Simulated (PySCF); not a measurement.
C5H5, SMILES [C]1=CCC=C1, doublet (B3LYP/def2-SVP optimised geometry):

```
10

C      1.336     0.158     0.000
C      0.316     1.027     0.000
C     -0.946     0.182     0.000
C     -0.438    -1.239     0.000
C      0.917    -1.239     0.000
H      0.334     2.116     0.000
H     -1.578     0.391     0.885
H     -1.578     0.391    -0.885
H     -1.088    -2.116     0.000
H      1.578    -2.107     0.000
```

Computed with unrestricted B3LYP/def2-TZVP run with PySCF.

Question: What are the frontier orbital energies (α orbitals alone; a β orbital can be the lowest empty one) and the dipole moment?

Answer: HOMO-2 -8.61 eV, HOMO-1 -6.98 eV, HOMO -6.34 eV, LUMO -0.92 eV, LUMO+1 1.26 eV; dipole moment 1.39 D.

On the same geometry unrestricted PBE/def2-TZVP (PySCF 2.14.0) gives HOMO-2 -7.64 eV, HOMO-1 -5.77 eV, HOMO -5.55 eV, LUMO -1.66 eV, LUMO+1 0.72 eV; dipole moment 1.46 D.

Meta-Löwdin charges at B3LYP/def2-TZVP: C1 -0.04, C2 -0.17, C3 -0.19, C4 -0.12, C5 -0.13, H6 0.13, H7 0.13, H8 0.13, H9 0.12, H10 0.13.
